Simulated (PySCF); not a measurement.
Constitutional and geometric isomers with formula C2H3NSi. Gas-phase values, no solvent. Strings in code marks are SMILES.

Computed with PySCF with B3LYP-D3(BJ)/def2-TZVP. All candidates: neutral, multiplicity 1. B3LYP has the VWN-RPA correlation part, as in Gaussian. Excitations are Tamm–Dancoff values on a coarser integration grid. The basis has no diffuse functions, so Rydberg states are missing or too high.

- HOMO–LUMO gap: 4.60 eV
- S1 excitation (TDA): 5.00 eV
- brightest of the four lowest singlets (TDA): 5.15 eV

Question: Name which member has these values.
(A) `C=[SiH]C#N`
(B) `C#CN=[SiH2]`
(C) `[H]/N=[SiH]/C#C`

Answer: A, `C=[SiH]C#N`. The others give `[H]/N=[SiH]/C#C`: 5.19 eV, 3.93 eV, 5.12 eV; `C#CN=[SiH2]`: 3.50 eV, 2.36 eV, 4.00 eV
